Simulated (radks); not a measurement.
Task: Lu5+, configuration [Xe] 4f12. All-electron calculation, scalar-relativistic Kohn-Sham, BLYP, spin-polarised, spherical densities, point nucleus; open shells are filled with parallel spins first (spin-orbit coupling, left out, can overturn this in heavy ions). Program: a radial shooting solver on a logarithmic mesh with Libxc functionals. Some entries of the table are withheld. Estimate them.

| orbital | occ. | eigenvalue (hartree) | <1/r> (bohr^-1) |
|---|---|---|---|
| 1s down | 1 | -2327.197 | 82.24 |
| 1s up | 1 | -2327.197 | 82.24 |
| 2s up | 1 | -398.4167 | 19.19 |
| 2s down | 1 | -398.4155 | 19.19 |
| 2p up | 3 | -350.8082 | 17.56 |
| 2p down | 3 | -350.8074 | 17.56 |
| 3s up | 1 | -92.46834 | 7.091 |
| 3s down | 1 | -92.42926 | 7.093 |
| 3p up | 3 | -78.18632 | 6.587 |
| 3p down | 3 | -78.14716 | 6.589 |
| 3d up | 5 | -61.03930 | 6.235 |
| 3d down | 5 | -61.00936 | 6.237 |
| 4s up | 1 | -20.61946 | 3.010 |
| 4s down | 1 | -20.54217 | 3.009 |
| 4p up | 3 | -15.91779 | 2.746 |
| 4p down | 3 | -15.84253 | 2.745 |
| 4d up | 5 | -9.78693 | 2.439 |
| 4d down | 5 | -9.71387 | 2.437 |
| 5s up | 1 | (1) | 1.193 |
| 5s down | 1 | (2) | 1.188 |
| 5p up | 3 | -3.40775 | (3) |
| 5p down | 3 | -3.38536 | (4) |
| 4f up | 7 | -3.00922 | 1.937 |
| 4f down | 5 | -2.94149 | 1.929 |

Result: 
(1) 5s up eigenvalue (hartree): -4.60226
(2) 5s down eigenvalue (hartree): -4.57159
(3) 5p up <1/r> (bohr^-1): 1.024
(4) 5p down <1/r> (bohr^-1): 1.019
